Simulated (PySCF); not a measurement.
Computed shifts of a molecule C2H8O2Si, PBE/pcSseg-1 run with PySCF, GIAO, gas phase, atoms alike by connectivity averaged where their shifts nearly agree, in ppm (number of nuclei): ²⁹Si: -8.7 (1). ¹³C: 10.9 (1), 9.9 (1). ¹H: 5.62 (1), 2.02 (1), 1.91 (1), 1.29 (3), 1.11 (1), 0.85 (1). References: ²⁹Si against TMS (σ = 335.4 ppm); ¹⁷O against H2O (σ = 334.3 ppm); ¹³C against TMS (σ = 182.0 ppm); ¹H against TMS (σ = 31.49 ppm), references at their B3LYP-D3(BJ)/def2-TZVP geometries, non-relativistic. Geometry: PBE0-D3(BJ)/def2-SVP. One conformer was computed; it need not be the lowest.

Task: Which structure fits?
A. C[C@H](O)[SiH2]O
B. CC[SiH](O)O
C. CO[SiH2]OC
D. COCO[SiH3]

Result: B, CC[SiH](O)O
